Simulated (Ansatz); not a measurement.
Relaxation of C3H11NSSi (17 atoms, charge 0, multiplicity 1), to a largest force component of 0.015 eV/Å in at most 40 steps.

All numbers below come from RKS BHLYP/STO-3G in Ansatz 0.2.0.

```xyz
17
Properties=species:S:1:pos:R:3
C -0.342 2.700 0.465
S 0.182 1.532 1.672
C 1.002 0.368 0.544
Si 0.009 -1.074 0.156
C 0.759 -2.250 -1.049
N -1.585 -0.586 -0.463
H 0.487 3.196 -0.062
H -0.897 3.556 0.964
H -1.059 2.301 -0.231
H 1.933 0.010 1.099
H 1.360 0.882 -0.326
H -0.388 -1.825 1.406
H 0.933 -1.716 -1.994
H 0.093 -3.093 -1.233
H 1.698 -2.637 -0.618
H -1.756 -1.032 -1.338
H -1.548 0.414 -0.676
```

Problem. Where does it end, and by what steps?

Solution. The run converged. Limits of this set-up: minimal basis. After 17 steps the energy has fallen by 0.746 eV; H17 moved furthest, 1.17 Å.

| step | energy less start (eV) | largest force component (eV/Å) | accepted |
| --- | --- | --- | --- |
| 0 | 0.0000 | 3.412 | yes |
| 1 | -0.4900 | 0.794 | yes |
| 2 | -0.5433 | 0.301 | yes |
| 3 | -0.5511 | 0.166 | yes |
| 4 | -0.5556 | 0.110 | yes |
| 5 | -0.5612 | 0.773 | yes |
| 6 | -0.5769 | 0.328 | yes |
| 7 | -0.6105 | 0.254 | yes |
| 8 | -0.6471 | 0.766 | yes |
| 9 | -0.6756 | 0.720 | yes |
| 10 | -0.6845 | 1.018 | yes |
| 11 | -0.7305 | 0.303 | yes |
| 12 | -0.7401 | 0.255 | yes |
| 13 | -0.7438 | 0.104 | yes |
| 14 | -0.7452 | 0.034 | yes |
| 15 | -0.7454 | 0.076 | yes |
| 16 | -0.7456 | 0.016 | yes |
| 17 | -0.7457 | 0.008 | yes |

```xyz
17
Properties=species:S:1:pos:R:3
C -0.505 2.537 0.635
S 0.711 1.700 1.680
C 1.230 0.419 0.497
Si -0.053 -0.883 0.081
C 0.745 -2.240 -0.927
N -1.391 -0.112 -0.762
H -0.028 3.151 -0.133
H -1.112 3.192 1.261
H -1.154 1.803 0.142
H 2.091 -0.078 0.947
H 1.600 0.887 -0.419
H -0.599 -1.450 1.278
H 1.170 -1.857 -1.853
H 0.028 -3.016 -1.191
H 1.550 -2.715 -0.370
H -2.234 -0.710 -0.805
H -1.169 0.120 -1.746
```

The run took 2.5 min on 1 thread of Arm Neoverse N1 (shared host), peak memory 0.16 GiB.
